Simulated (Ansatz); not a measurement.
A nudged elastic band was laid between two geometries of BCl2H + BrH (6 atoms, charge 0, multiplicity 1).

Method: Ansatz, RHF/def2-SVP.

* movable images: 7
* climbing image: yes
* spring: 5.0 eV/Å²
* optimiser: quadratic models (default)
* start path: through a guess of the saddle point
* force threshold: 0.05 eV/Å
* iteration limit: 60
* end points: relaxed

Initial state:

```xyz
6
Properties=species:S:1:pos:R:3
B -0.011 0.644 -0.371
H -0.008 0.861 0.796
Cl 1.505 0.535 -1.236
Cl -1.532 0.460 -1.214
Br 0.093 -3.058 1.420
H 0.089 -2.528 2.725
```

Final state:

```xyz
6
Properties=species:S:1:pos:R:3
B 0.023 -0.688 -0.904
H 0.004 0.286 2.826
Cl 1.512 0.205 -1.092
Cl -1.510 0.136 -1.047
Br 0.071 -2.567 -0.550
H 0.035 -0.458 2.885
```

Question: What changes between the two ends?

Answer: Bonds broken: B1–H2, Br5–H6. Bonds formed: B1–Br5, H2–H6. BCl2H + BrH becomes BBrCl2 + H2.

Question: Give the energies along the band, and the barrier.

Answer: The forces met the threshold. The highest image is number 4 of 0 to 8, 1.92 eV above the first end and 2.05 eV above the last; the last end lies 0.13 eV below the first. Neighbouring images differ by up to 1.4 eV, so the band resolves the path poorly. A vibrational analysis at the climbing image gives one clearly imaginary mode, 1261i cm⁻¹: a first-order saddle point. The orbitals stay closed-shell, which can raise the energy where a bond breaks towards radicals; this wasn't checked here.

```tsv
image	path coordinate (Å)	energy (eV)	B1–H2 (Å)	Br5–H6 (Å)	B1–Br5 (Å)
0	0.00	0.00	1.19	1.41	4.11
1	0.74	0.01	1.19	1.41	3.80
2	1.48	0.09	1.19	1.41	3.54
3	2.21	0.50	1.19	1.42	2.97
4	2.95	1.92	1.30	1.71	2.31
5	3.68	0.70	1.89	2.31	1.98
6	4.41	0.02	2.59	2.90	1.92
7	5.14	-0.12	3.23	3.49	1.91
8	5.87	-0.13	3.86	4.03	1.91
```

Question: What is the geometry of the highest image?

Answer: 
```xyz
6
Properties=species:S:1:pos:R:3
B 0.015 -0.236 0.069
H 0.013 0.166 1.301
Cl 1.550 0.173 -0.705
Cl -1.545 0.106 -0.687
Br 0.067 -2.443 0.757
H 0.036 -0.852 1.384
```

The run took 3.6 min on 1 thread of Intel(R) Xeon(R) 6975P-C (Granite Rapids), on a shared host, peak memory 0.21 GiB.
